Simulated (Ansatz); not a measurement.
Reaction (redistribution): `N[SiH]([SiH3])BF` + `OCO[SiH3]` → `N[SiH]([SiH3])O[SiH3]` + `OCBF`

Gas-phase electronic energies from Ansatz, PBE0-D4/def2-TZVP geometries. CCSD(T)/CBS is the MP2 limit (def2-TZVPP, def2-QZVPP) plus CCSD(T) − MP2 in def2-TZVPP, frozen cores. This one scheme is used for every species. Functionals use def2-TZVPP. One conformer a species, not always the lowest.

`N[SiH]([SiH3])BF`:

```xyz
12

N    -1.680    0.483    0.875
Si   -0.513    0.263   -0.376
Si    0.766   -1.710   -0.189
B     0.796    1.806   -0.378
F     0.840    2.637    0.655
H    -2.324   -0.246    1.131
H    -1.440    1.054    1.669
H    -1.181    0.181   -1.710
H    -0.130   -2.897   -0.082
H     1.621   -1.677    1.031
H     1.648   -1.898   -1.374
H     1.598    2.004   -1.253
```

`OCO[SiH3]`:

Z-matrix (Å, degrees):
```
C
O 1 1.405
O 1 1.381 2 110.1
H 1 1.095 2 110.7 3 -117.0
H 1 1.101 2 108.9 3 122.7
Si 2 1.645 1 124.2 3 174.7
H 3 0.962 1 108.3 2 61.2
H 6 1.490 2 110.9 1 60.8
H 6 1.480 2 106.4 1 -179.3
H 6 1.489 2 110.7 1 -59.2
```

`N[SiH]([SiH3])O[SiH3]`:

Z-matrix (Å, degrees):
```
Si
Si 1 2.343
O 1 1.647 2 108.4
N 1 1.708 2 107.3 3 125.0
H 1 1.484 2 113.7 3 -116.9
H 2 1.488 1 111.4 3 42.9
H 2 1.488 1 110.9 3 164.1
H 2 1.492 1 109.5 3 -76.7
Si 3 1.634 1 141.5 2 88.4
H 4 1.006 1 122.7 2 160.2
H 4 1.006 1 122.7 2 -39.1
H 9 1.483 3 108.4 1 -164.3
H 9 1.487 3 110.6 1 75.8
H 9 1.489 3 110.6 1 -44.5
```

`OCBF`:

Cartesian coordinates in Å:
```
O -1.224 0.801 -0.577
C -0.183 0.523 0.334
B 0.697 -0.725 0.040
F 0.426 -1.458 -1.034
H -1.222 0.125 -1.259
H -0.593 0.408 1.351
H 0.488 1.394 0.413
H 1.612 -1.068 0.732
```

| level | ΔE (kcal/mol) |
| --- | --- |
| r2SCAN-D4 | -48.7 |
| MP2/def2-TZVPP | -51.6 |
| SCS-MP2/def2-TZVPP | -50.9 |
| MP2/CBS(def2) | -52.9 |

(1) What does CCSD(T)/CBS give? (Estimate.)

Largest T1 diagnostic among the species: 0.014.

Results:

(1) Ansatz gave: -50.4 kcal/mol. The listed levels differ from it by 1.7, -1.2, -0.5, -2.5 kcal/mol.

From PBE to PBE0 (25 % exact exchange), in def2-TZVPP and without D4, ΔE moves by −2.3 kcal/mol. The D4 term adds −1.1 kcal/mol with B3LYP and −0.6 kcal/mol with PBE0; it sums over pairs of atoms, weighted by their polarisabilities, and B3LYP, whose exchange is more repulsive, gets the larger term.

B3LYP here is the variant with VWN-RPA as its local correlation; programs differ in this.
